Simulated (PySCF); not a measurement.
This PySCF input asks for the NMR shieldings of `F/C1=C/C/C=C\C=C/B1`, C7H8BF; the geometry comes from GFN2-xTB.

```python
import basis_set_exchange as bse
import numpy as np
from pyscf import gto, dft
from pyscf.prop import nmr

atoms = """
F    -0.392827    2.907689   -1.019310
C    -0.230083    1.733112   -0.330252
C    -1.371027    1.097239   -0.029598
C    -1.391074   -0.205295    0.697344
C    -1.064770   -1.205509   -0.366958
C     0.175847   -1.622872   -0.630373
C     1.379773   -1.228299    0.058061
C     1.772570    0.007973    0.441285
B     1.222793    1.392634    0.063653
H    -2.317451    1.500155   -0.367720
H    -0.628183   -0.226190    1.476027
H    -2.372600   -0.397145    1.128735
H    -1.894200   -1.585471   -0.946906
H     0.309936   -2.402648   -1.371250
H     2.064912   -2.057156    0.222446
H     2.739395    0.023399    0.939089
H     1.989991    2.280415    0.025819
"""
names = dict.fromkeys(["F", "C", "B", "H"], "pcSseg-1")
basis = {el: gto.basis.parse(bse.get_basis(n, elements=[el], fmt="nwchem")) for el, n in names.items()}
mol = gto.M(atom=atoms, basis=basis, charge=0, verbose=0)
mf = dft.RKS(mol, xc="PBE0")
mf.grids.level = 2
mf.grids.alignment = dft.numint.BLKSIZE   # the property module wants whole blocks of grid points
mf.conv_tol = 1e-9
mf.kernel()

calc = nmr.RKS(mf)   # GIAO
C = mf.mo_coeff
Co = C[:, mf.mo_occ > 0]
resp = mf.gen_response(singlet=True, hermi=2)
def vind(x):   # induced exchange potential for any number of trial vectors
    d = np.einsum("pi,xij,qj->xpq", C, 2 * x.reshape(-1, C.shape[1], Co.shape[1]), Co, optimize=True)
    return np.einsum("xpq,pi,qj->xij", resp(d - d.transpose(0, 2, 1)), C, Co, optimize=True).ravel()
mo1, _ = nmr.rhf.solve_mo1(calc, with_cphf=vind)
sigma = calc.kernel(mo1)
for i, s in enumerate(sigma):   # ppm
    w = np.linalg.eigvalsh((s + s.T) / 2)
    print("%2d %-2s iso %8.1f  s11 %8.1f  s22 %8.1f  s33 %8.1f" % (i, mol.atom_pure_symbol(i), w.mean(), *w))
```

Problem. What does it print?

Solution. 
```
 0 F  iso    269.1  s11    148.0  s22    275.3  s33    384.0
 1 C  iso     -8.2  s11   -130.9  s22     34.1  s33     72.3
 2 C  iso     47.6  s11    -34.1  s22     25.9  s33    150.9
 3 C  iso    157.5  s11    132.9  s22    163.9  s33    175.7
 4 C  iso     48.6  s11    -24.4  s22     20.2  s33    150.0
 5 C  iso     52.6  s11    -54.4  s22     58.8  s33    153.5
 6 C  iso     29.4  s11    -88.8  s22     22.7  s33    154.2
 7 C  iso     36.8  s11    -90.3  s22     23.6  s33    177.0
 8 B  iso     51.8  s11      8.9  s22     21.2  s33    125.2
 9 H  iso     24.9  s11     22.2  s22     24.8  s33     27.6
10 H  iso     30.0  s11     25.6  s22     29.0  s33     35.6
11 H  iso     28.9  s11     24.0  s22     26.7  s33     36.0
12 H  iso     25.6  s11     22.1  s22     26.1  s33     28.4
13 H  iso     25.0  s11     22.4  s22     24.8  s33     27.9
14 H  iso     23.9  s11     20.4  s22     24.1  s33     27.2
15 H  iso     23.9  s11     21.2  s22     23.4  s33     27.0
16 H  iso     25.4  s11     23.0  s22     24.9  s33     28.2
```

These numbers come from an equivalent density-fitted implementation of the same equations, which agrees with the script to about 0.01 ppm for H and up to a few tenths of a ppm for heavy atoms, so last digits may differ.

Size and cost of the density-fitted run: 193 basis functions, 45 s wall time on 1 thread of an Arm Neoverse V1, shared host; peak memory 0.86 GiB.
